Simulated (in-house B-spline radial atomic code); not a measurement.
RPA and G0W0 for the sulfur ion S⁶⁺, [He] 2s2 2p6, as one setting changes: the share of exact exchange in the PBE hybrid start. A dash marks a level of low quasi-particle weight. Computed with an all-electron radial atomic-structure program (B-spline basis): all electrons, non-relativistic, point nucleus, each spin shell either full or empty, empty states to l = 9 with an (l + 1/2)⁻⁴ tail; G0W0 by contour deformation at full frequency.

```tsv
share of exact exchange in the PBE hybrid start	mean-field level (eV)	G0W0 level (eV)	RPA correlation (Eh)
0	-258.01	2p -280.96	-0.61589
0.1	-260.63	2p -281.03	-0.61063
0.2	-263.26	2p -281.09	-0.60549
0.3	-265.88	2p -281.15	-0.60047
0.4	-268.51	2p -281.20	-0.59555
0.5	?	?	?
0.6	-273.77	2p -281.29	-0.58602
0.7	-276.41	2p -281.33	-0.5814
0.8	?	?	?
0.9	-281.68	2p -281.39	-0.57245
1	-284.32	2p -281.41	-0.5681
```

Task: What belongs in the row for 0.5?

Result: mean-field level (eV): -271.14; G0W0 level (eV): 2p -281.25; RPA correlation (Eh): -0.59073.

Task: What belongs in the row for 0.8?

Result: mean-field level (eV): -279.04; G0W0 level (eV): 2p -281.36; RPA correlation (Eh): -0.57688.

Task: At what share of exact exchange does G0W0 leave the highest level unchanged?

Result: Near 0.89, where the shift changes sign (-2.315 eV at 0.8, +0.293 eV at 0.9).
